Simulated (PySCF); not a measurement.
C₄H₁₆BNOSi.
SMILES with atom numbers: `[BH3-:1][NH2+:2][CH2:3][O:4][Si:5]([CH3:6])([CH3:7])[CH3:8]`

A calculation gives these core lines: B 1s: 193.59 eV; C 1s: 290.42 (area 3), 293.65 (area 1) eV; N 1s: 407.18 eV; O 1s: 538.29 eV; Si 1s: 1847.00 eV; Si 2p3/2: 107.09 eV.

Theory: delta-SCF UKS SCAN, pcX-2 on the ionised atom, pcseg-1 elsewhere, spin-free X2C (PySCF 2.14.0). One conformer (not necessarily the lowest) at the PBE0-D3(BJ)/def2-SVP geometry, without solvent, vibrations or thermal averaging.

Problem. Assign the C 1s lines to atoms.

Solution. 290.42 eV: C6/C7/C8 (Si-methyl carbon); 293.65 eV: C3 (sp3 carbon bound to oxygen). The listed C 1s values span 3.23 eV, from C6/C7/C8 (bonded to 3 H and Si) to C3 (bonded to O, N and 2 H).

Bonded neighbours of each site: B1: N and 3 H; N2: C, 2 H and B; C3: O, N and 2 H; O4: C and Si; Si5: O and 3 C; C6/C7/C8: 3 H and Si.

Problem. Which photon energy gives electrons from C 1s of C3 a kinetic energy of 50 eV, and what is their de Broglie wavelength?

Solution. hν = 293.65 + 50 = 343.65 eV, recoil neglected; λ = 12.264 Å/√(E/eV) = 1.73 Å.

Topologically equivalent atoms share the value of their first member; where this conformer doesn't relate them by symmetry, their own values could differ. Spin–orbit and ligand-field terms were added within each 2p shell after the spin-free SCF. 2p1/2 minus 2p3/2 (ligand field included): Si 0.63 eV.

The run took 3.8 min on one thread of an Arm Neoverse N1 (shared host), and the process peaked at 0.93 GiB of memory.

Shape of the structure used: `[BH3-:1][NH2+:2][CH2:3][O:4][Si:5]([CH3:6])([CH3:7])[CH3:8]`: B1–N2–C3–O4 -179°, N2–C3–O4–Si5 107°, C3–O4–Si5–C6 64°.
